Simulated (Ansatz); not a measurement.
**Several solutions for quintet W**

A single W atom.

Basis set: def2-SVP (spherical functions, with the set's core potentials past Kr). Charge 0, multiplicity 5.

UHF was run from several starts with Ansatz (development build ahead of 0.2.0).

```
run  program                        start  converged  energy (hartree)  <S²>
  A   Ansatz      atomic start, no search        yes         -66.31255  6.03
  B   Ansatz  search for the lowest state        yes         -66.31526  6.25
  C   Ansatz      stability test followed        yes         -66.31526  6.25
```

Which runs reached the lowest solution of this kind, and what is wrong with the others?

B, C reached the lowest solution found. Converged but too high: A by 0.07 eV. Convergence only shows a stationary point, and even a stable one can lie too high; stability tests and further starts are what find lower ones. Caution: the unrestricted determinant is spin contaminated.
